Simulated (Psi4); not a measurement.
OSi, charge +1, doublet, at a GFN2-xTB geometry (a state made from the parent by changing its charge; the spin is typed, not shown lowest); CAM-B3LYP/6-31G** run with Psi4.

Input for Psi4:
```
memory 2 GB

molecule {
1 2
  Si   -0.00000000   -0.00000000   -0.54026507
  O     0.00000000    0.00000000    0.94546388
}

set basis 6-31g**
set reference uks
set scf_type pk
set puream true
set d_convergence 1e-8
set dft_radial_points 99
set dft_spherical_points 590

energy('cam-b3lyp')
print_variables()
```

It wrote (shortened):

```
   => Loading Basis Set <=

    Name: 6-31G**
    Role: ORBITAL
    Keyword: BASIS

         ---------------------------------------------------------
                                   SCF
               by Justin Turney, Rob Parrish, Andy Simmonett
                          and Daniel G. A. Smith
                              UKS Reference
         ---------------------------------------------------------

  ==> Geometry <==

    Molecular point group: c2v
    Full point group: C_inf_v

    Geometry (in Angstrom), charge = 1, multiplicity = 2:

       Center              X                  Y                   Z               Mass
    ------------   -----------------  -----------------  -----------------  -----------------
         SI           0.000000000000     0.000000000000    -0.540439223814    27.976926534650
         O            0.000000000000     0.000000000000     0.945289726186    15.994914619570

  Running in c2v symmetry.

  Rotational constants: A = ************  B =      0.75043  C =      0.75043 [cm^-1]
  Rotational constants: A = ************  B =  22497.31812  C =  22497.31812 [MHz]
  Nuclear repulsion =   39.891426760607978

  Charge       = 1
  Multiplicity = 2
  Electrons    = 21
  Nalpha       = 11
  Nbeta        = 10

  ==> Algorithm <==

  SCF Algorithm Type is PK.
  DIIS enabled.
  MOM disabled.
  Fractional occupation disabled.
  Guess Type is SAD.
  Energy threshold   = 1.00e-06
  Density threshold  = 1.00e-08
  Integral threshold = 1.00e-12

  ==> Primary Basis <==

  Basis Set: 6-31G**
    Blend: 6-31G**
    Number of shells: 14
    Number of basis functions: 32
    Number of Cartesian functions: 34
    Spherical Harmonics?: true
    Max angular momentum: 2

  ==> DFT Potential <==

   => LibXC <=

    Version 7.1.2
    S. Lehtola, C. Steigemann, M. J. T. Oliveira, and M. A. L. Marques,  SoftwareX 7, 1–5 (2018) (10.1016/j.softx.2017.11.002)

   => Composite Functional: CAM-B3LYP <=

    CAM-B3LYP Hyb-GGA Exchange-Correlation Functional

    T. Yanai, D. P. Tew, and N. C. Handy,  Chem. Phys. Lett. 393, 51 (2004) (10.1016/j.cplett.2004.06.011)

    Deriv               =              1
    GGA                 =           TRUE
    Meta                =          FALSE

    Exchange Hybrid     =           TRUE
    MP2 Hybrid          =          FALSE

   => Exchange Functionals <=

    0.3500         Becke 88 [omega = 0.3300]
    0.4600   Short-range recipe for B88 functional - erf [omega = 0.3300]

   => Exact (HF) Exchange <=

    0.4600            HF,LR [omega = 0.3300]
    0.1900               HF

   => Correlation Functionals <=

    0.1900   Vosko, Wilk & Nusair (VWN5)
    0.8100   Lee, Yang & Parr

   => LibXC Density Thresholds  <==

    XC_HYB_GGA_XC_CAM_B3LYP:  1.00E-14

   => Molecular Quadrature <=

    Radial Scheme          =       TREUTLER
    Pruning Scheme         =           NONE
    Nuclear Scheme         =       TREUTLER

    Blocking Scheme        =         OCTREE
    BS radius alpha        =              1
    Pruning alpha          =              1
    Radial Points          =             99
    Spherical Points       =            590
    Total Points           =         110887
    Total Blocks           =            906
    Max Points             =            256
    Max Functions          =             32
    Weights Tolerance      =       1.00E-15

  ==> Integral Setup <==

  Using in-core PK algorithm.
   Calculation information:
      Number of atoms:                   2
      Number of AO shells:              14
      Number of primitives:             42
      Number of atomic orbitals:        34
      Number of basis functions:        32

      Integral cutoff                 1.00e-12
      Number of threads:                 1

  Performing in-core PK
  Using 418968 doubles for integral storage.
  We computed 5460 shell quartets total.
  Whereas there are 5565 unique shell quartets.

  Computing range-separated integrals for PK
  We computed 5460 wK shell quartets total.
[...]

                        Total Energy        Delta E     RMS |[F,P]|

   @UKS iter SAD:  -363.99772741313001   -3.63998e+02   0.00000e+00
   @UKS iter   1:  -363.96189566899261    3.58317e-02   3.93872e-02 DIIS/ADIIS
   @UKS iter   2:  -361.36926340481148    2.59263e+00   1.17983e-01 ADIIS
   @UKS iter   3:  -363.97238269384104   -2.60312e+00   4.32226e-02 DIIS/ADIIS
   @UKS iter   4:  -364.24607258342115   -2.73690e-01   6.41810e-03 DIIS/ADIIS
   @UKS iter   5:  -364.25329791432625   -7.22533e-03   6.51808e-04 DIIS/ADIIS
   @UKS iter   6:  -364.25388068036642   -5.82766e-04   6.48108e-04 DIIS/ADIIS
   @UKS iter   7:  -364.25424935779603   -3.68677e-04   3.71364e-04 DIIS/ADIIS
   @UKS iter   8:  -364.25433177773448   -8.24199e-05   4.66488e-05 DIIS
   @UKS iter   9:  -364.25433597681484   -4.19908e-06   1.05532e-05 DIIS
   @UKS iter  10:  -364.25433609083177   -1.14017e-07   1.02564e-05 DIIS
   @UKS iter  11:  -364.25433613746588   -4.66341e-08   1.68803e-06 DIIS
   @UKS iter  12:  -364.25433613926930   -1.80341e-09   1.46305e-07 DIIS
   @UKS iter  13:  -364.25433613929357   -2.42721e-11   3.69794e-08 DIIS
   @UKS iter  14:  -364.25433613929374   -1.70530e-13   8.17703e-09 DIIS
  Energy and wave function converged.

  ==> Post-Iterations <==

   Electrons on quadrature grid:
      Nalpha   =   11.0000000237 ; deviation = 2.368e-08
      Nbeta    =   10.0000000276 ; deviation = 2.758e-08
      Ntotal   =   21.0000000513 ; deviation = 5.126e-08

   @Spin Contamination Metric:   9.753244931E-03
   @S^2 Expected:                7.500000000E-01
   @S^2 Observed:                7.597532449E-01
   @S   Expected:                5.000000000E-01
   @S   Observed:                5.000000000E-01

    Orbital Energies [Eh]
    ---------------------

    Alpha Occupied:

[...]
    Alpha Virtual:

[...]
    Beta Occupied:

[...]
       2B2    -0.714038

    Beta Virtual:

[...]
      16A1     2.516882

    Final Occupation by Irrep:
             A1    A2    B1    B2
    DOCC [     6,    0,    2,    2 ]
    SOCC [     1,    0,    0,    0 ]
    NA   [     7,    0,    2,    2 ]
    NB   [     6,    0,    2,    2 ]

  @UKS Final Energy:  -364.25433613929374

   => Energetics <=

    Nuclear Repulsion Energy =             39.8914267606079775
    One-Electron Energy =                -576.4492564638729846
    Two-Electron Energy =                 194.3778089886926921
    DFT Exchange-Correlation Energy =     -22.0743154247214441
    Empirical Dispersion Energy =           0.0000000000000000
    VV10 Nonlocal Energy =                  0.0000000000000000
    Total Energy =                       -364.2543361392937982

  UHF NO Occupations:
  HONO-2 :    2 B2 1.9997559
  HONO-1 :    6 A1 1.9957218
  HONO-0 :    7 A1 1.0000000
  LUNO+0 :    8 A1 0.0042782
  LUNO+1 :    3 B2 0.0002441
  LUNO+2 :    3 B1 0.0002441
  LUNO+3 :    9 A1 0.0001184

Computation Completed

Properties will be evaluated at   0.000000,   0.000000,   0.000000 [a0]

Properties computed using the SCF density matrix

 Multipole Moments:

 ------------------------------------------------------------------------------------
     Multipole            Electronic (a.u.)      Nuclear  (a.u.)        Total (a.u.)
 ------------------------------------------------------------------------------------

 L = 1.  Multiply by 2.5417464519 to convert [e a0] to [Debye]
 Dipole X            :          0.0000000            0.0000000            0.0000000
 Dipole Y            :          0.0000000            0.0000000            0.0000000
 Dipole Z            :         -1.6724298           -0.0072402           -1.6796699
 Magnitude           :                                                    1.6796699

 ------------------------------------------------------------------------------------

  Variable Map:
  ----------------------------------------------------------------------------
[...]
  Array Variable Map:
  ----------------------------------------------------------------------------
[...]
[...]
```
